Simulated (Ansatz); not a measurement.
One geometry of `[SiH3]C#CC=S`, several functionals.

```yaml
crystal:
  periodic: [false, false, false]
  atoms:
    - {symbol: Si, position_ang: [-0.838969, -0.895329, -1.598662]}
    - {symbol: C, position_ang: [-0.088616, -0.127191, -0.123673]}
    - {symbol: C, position_ang: [0.421317, 0.405603, 0.841419]}
    - {symbol: C, position_ang: [1.002372, 1.003197, 1.972187]}
    - {symbol: S, position_ang: [1.843694, 2.386234, 1.948755]}
    - {symbol: H, position_ang: [-1.770563, 0.078482, -2.216838]}
    - {symbol: H, position_ang: [0.243135, -1.242426, -2.551026]}
    - {symbol: H, position_ang: [-1.574989, -2.118496, -1.199058]}
    - {symbol: H, position_ang: [0.851119, 0.463723, 2.909797]}
basis:
  gaussian: {orbitals: def2-TZVPP}
hamiltonian: {xc: {name: LC-wPBE}}
output: {orbitals: {seedname: orbitals}}
```

```sh
$ ansatz run in.yaml --threads 2 --pin off --events-out ev --progress --plain --max-ram 4352MiB
```

Shortened log:

```
Functional definition: LC-wPBE
1348 factors; their error is unknown
403 factors; integrals over basis functions are off by at most 2.9e-5 eV
mean field evaluation 1: about -21877.3427 eV, gradient 3.2e1 eV
mean field evaluation 2: about -21878.7758 eV, gradient 2.1e1 eV
mean field evaluation 4: about -21879.9301 eV, gradient 1.9e0 eV
mean field evaluation 8: about -21879.9411 eV, gradient 1.1e-1 eV
mean field evaluation 16: about -21879.9102 eV, gradient 4.3e-4 eV
mean field -21879.91020522 eV, -804.0718693062 hartree, gradient 4.3e-5 eV, S^2 0.000000; 0 other end points of the search recorded, 0 dependent functions left out
reference -21879.91020523 eV, -804.0718693065 hartree; 26, 26 occupied and 207, 207 virtual orbitals, 1348 factors
Total energy: -21879.91020523 eV, -804.0718693065 hartree
```

It took 3.3 s on 2 threads of an Arm Neoverse V2 on a shared host, with 0.39 GiB of host memory at the peak.

Changing it to `hamiltonian: {xc: {name: revPBE}, dispersion: d4}` (abridged; 2.5 s):

```
Functional definition: revPBE
mean field evaluation 16: about -21884.0882 eV, gradient 2.8e-4 eV
mean field -21884.08824457 eV, -804.2254094201 hartree, gradient 2.5e-5 eV, S^2 0.000000
Total energy: -21884.69754268 eV, -804.2478007126 hartree
```

The same input with `hamiltonian: {xc: pbe, dispersion: d4}` and forces (abridged; 3 s):

```
Functional definition: PBE
mean field evaluation 16: about -21875.5475 eV, gradient 8.4e-4 eV
mean field -21875.54754495 eV, -803.9115444981 hartree, gradient 1.5e-5 eV, S^2 0.000000
Total energy: -21875.75101507 eV, -803.9190218873 hartree
Atom 0 force     0.038673     0.037893     0.102357 eV/Å
Atom 1 force    -0.505038    -0.525577    -0.967041 eV/Å
Atom 2 force     0.493894     0.505781     0.966276 eV/Å
Atom 3 force    -0.298662    -0.437383    -0.162429 eV/Å
Atom 4 force     0.386523     0.634089    -0.007103 eV/Å
Atom 5 force    -0.102221     0.102045    -0.078005 eV/Å
Atom 6 force     0.113379    -0.038879    -0.113320 eV/Å
Atom 7 force    -0.082303    -0.134288     0.030709 eV/Å
Atom 8 force    -0.044245    -0.143680     0.228556 eV/Å
Dipole moment:    -0.228053    -0.341431    -0.102624 e Å
```

The same input with `hamiltonian: {xc: pbe0, dispersion: d4}` (abridged; 3.8 s):

```
Functional definition: PBE0
mean field evaluation 16: about -21877.2749 eV, gradient 1.0e-4 eV
mean field -21877.27492145 eV, -803.9750244139 hartree, gradient 1.6e-5 eV, S^2 0.000000
Total energy: -21877.44783269 eV, -803.9813787848 hartree
```

With the line `hamiltonian: {xc: {name: r2SCAN0}, dispersion: d4}` (abridged; 7 s):

```
Functional definition: r2SCAN0
mean field evaluation 16: about -21884.2676 eV, gradient 1.2e-4 eV
mean field -21884.26755744 eV, -804.2319990465 hartree, gradient 2.9e-5 eV, S^2 0.000000
Total energy: -21884.32806070 eV, -804.2342225004 hartree
```

The same input with `hamiltonian: {xc: r2scan, dispersion: d4}` and forces (abridged; 6 s):

```
Functional definition: r2SCAN
mean field evaluation 16: about -21885.0270 eV, gradient 8.1e-4 eV
mean field -21885.02704576 eV, -804.2599097274 hartree, gradient 3.2e-5 eV, S^2 0.000000
Total energy: -21885.07802850 eV, -804.2617833086 hartree
Atom 0 force     0.025234     0.025341     0.071539 eV/Å
Atom 1 force    -0.248870    -0.257721    -0.483990 eV/Å
Atom 2 force     0.262590     0.262716     0.532657 eV/Å
Atom 3 force    -0.225935    -0.331565    -0.120265 eV/Å
Atom 4 force     0.200086     0.329558    -0.007977 eV/Å
Atom 5 force     0.017281    -0.022612     0.003459 eV/Å
Atom 6 force    -0.024480     0.005534     0.010979 eV/Å
Atom 7 force     0.012130     0.022772    -0.020489 eV/Å
Atom 8 force    -0.018036    -0.034023     0.014088 eV/Å
Dipole moment:    -0.239007    -0.360164    -0.099942 e Å
```
